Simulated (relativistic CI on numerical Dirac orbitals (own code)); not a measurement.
One change at a time: Ni14+

Base calculation: Dirac-Coulomb-Breit CI, orbitals from a KLI potential per configuration, model QED, unscaled Slater integrals.

CI space (outside the closed core [Ne]): 3s²3p², 3s3p³, 3s²3p3d, 3p⁴, 3s3p²3d, 3p³3d, 3s3p3d², 3s²3p4s, 3s²3d4p, 3p³4s, 3s²3p4p, 3p³4p, 3s3p3d4s, 3s²3d², 3s3d³, 3p²3d², 3p3d³, 3p3d²4s, 3p3d²4p, 3s²3d4s, 3s3d²4s. Double excitations out of closed p, d and f shells are left out; levels of such configurations are missing from the list, as are those of other unlisted configurations, and high levels can miss mixing partners.

Variants: (1) valence Slater integrals scaled by 0.9; (2) QED terms removed; (3) Breit term removed. Shifts of the energy above 3s²3p² ³P0, in cm⁻¹, for the lowest level and the first level of each name with at least 55 % of one term (blank where a level changes its place among those of its configuration and J or its character, or is not in the variant):

```csv
Level,Base,Δ(1),Δ(2),Δ(3)
3s²3p² ³P0,0,0,0,0
3s²3p² ³P1,14619,+472,-44,+477
3s²3p² ³P2,27448,-4,-62,+800
3s²3p² ¹D2,65049,-2574,-85,+1026
3s²3p² ¹S0,115241,-6753,-68,+930
3s3p³ ⁵S°2,250090,+10330,+757,+426
3s3p³ ³D°1,335336,+3792,+684,+385
3s3p³ ³D°2,335614,+3760,+685,+443
3s3p³ ³D°3,340584,+4062,+668,+830
3s3p³ ³P°0,385459,-375,+676,+523
3s3p³ ³P°1,386814,-177,+667,+689
3s3p³ ³P°2,387857,+356,+640,+804
3s3p³ ³S°1,486344,-11085,+794,+326
3s²3p3d ³F°2,498046,+1429,+6,+1276
3s²3p3d ³F°3,507959,+1559,-29,+1710
3s3p³ ¹P°1,518392,-11472,+665,+975
3s²3p3d ³F°4,523153,+1724,-70,+2274
3s²3p3d ³P°0,585475,-5672,+30,+1586
3s²3p3d ³D°3,594822,-7061,+39,+1935
3s²3p3d ³D°2,595582,-6915,+47,+1852
3s²3p3d ¹F°3,651196,-11301,-42,+1973
3s²3p3d ¹P°1,667614,-14043,+45,+1737
```

At this charge energies of transitions that change n are usually good to better than 1 %, and those within a shell (Δn = 0) to a few per cent.

Ionisation energy from the two ground configurations alone: base 460.858 eV; valence Slater integrals scaled by 0.9 460.676 eV; Breit term removed 461.064 eV. The NIST ASD value (semi-empirical) is 462.8 eV.

LS names give the leading component of a level, which can be under half, so a name can repeat, a term be missing and a line seem to break the LS rules.
